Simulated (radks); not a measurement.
The numbers below are computed, except where a source is named.
Spherical quantum dot in the effective-mass picture: electrons in a well V = -V0 / (1 + exp((r - R)/a)) with V0 = 1.67, R = 10.8, a = 0.82, all in effective atomic units (hartree* = m*/eps^2 hartree, bohr* = eps/m* bohr), one dielectric constant everywhere. Level of theory: non-relativistic Kohn-Sham, LDA (Slater exchange, Perdew-Wang correlation), spin-polarised, spherical densities (a radial shooting solver with Libxc functionals). Levels are named by radial order and angular momentum (1s, 1p, 1d, 2s, ...), and open shells are averaged over m. Results are scaled to m* = 0.107 and eps = 8.3, for which hartree* = 42.26 meV and bohr* = 4.105 nm.

N = 11, configuration 1s2 1p6 1d(up 3, down 0). This is the lowest configuration that the search found (a dilute case). Occupied and some empty levels:

level,occupation,eigenvalue (meV),<r> (nm)
1s up,1,-15.032,29.83
1s down,1,-14.448,29.70
1p up,3,-14.104,30.61
1p down,3,-13.505,30.56
1d up,3,-12.426,31.49
1d down,0,-11.819,31.49
1f up,0,-10.106,32.34
1f down,0,-9.4970,32.38
2s up,0,-6.9243,21.56
2s down,0,-6.6585,21.38
2p up,0,-4.3464,25.00
2p down,0,-4.0056,24.88

Energy (meV): total -444.952, kinetic 42.667, external -738.35, Hartree 314.54, exchange-correlation -63.810.
